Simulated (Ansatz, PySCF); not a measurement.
This Ansatz (a program for electronic structure) input computes a B3LYP/def2-TZVPD energy:

Ansatz 0.2 input:
```yaml
crystal:
  periodic: [false, false, false]
  atoms:
    - {symbol: I, position_ang: [-1.81007967, 0.09986649, 0.02018407]}
    - {symbol: C, position_ang: [-0.01622876, -0.88569024, -0.19891728]}
    - {symbol: I, position_ang: [1.81254116, 0.03414637, 0.01725330]}
    - {symbol: H, position_ang: [-0.03308665, -1.78854005, -0.79067678]}
basis:
  gaussian:
    orbitals: def2-TZVPD
hamiltonian:
  xc: {name: B3LYP}
magnetization: {spin_polarized: true, initial_magnetization: 1}
output: {forces: true}
```

### Question
Write an input for the same energy in PySCF and say what it gives.

### Answer

```python
from pyscf import gto, scf, dft

mol = gto.M(
    atom='''
    I    -1.81007967    0.09986649    0.02018407
    C    -0.01622876   -0.88569024   -0.19891728
    I     1.81254116    0.03414637    0.01725330
    H    -0.03308665   -1.78854005   -0.79067678
    ''',
    basis='def2-tzvpd',
    ecp='def2-tzvp',
    charge=0,
    spin=1,
    verbose=4,
)

mf = dft.UKS(mol, xc='b3lyp').density_fit(auxbasis='def2-universal-jkfit')
mf.grids.level = 3
mf.conv_tol = 1e-9
mf.max_cycle = 100
mf.max_memory = 1500
mf.kernel()
if not mf.converged:
    mf = mf.newton()
    mf.kernel(mf.make_rdm1())
for _ in range(2):
    mo, _, stable, _ = mf.stability(return_status=True)
    if stable:
        break
    mf.kernel(mf.make_rdm1(mo, mf.mo_occ))
mf.analyze()
```
It gives -634.26355 Eh, and Ansatz -634.26353 Eh, a difference of 0.02 mEh, from the treatment of integrals and grids.

It need not be the lowest isomer of its formula.
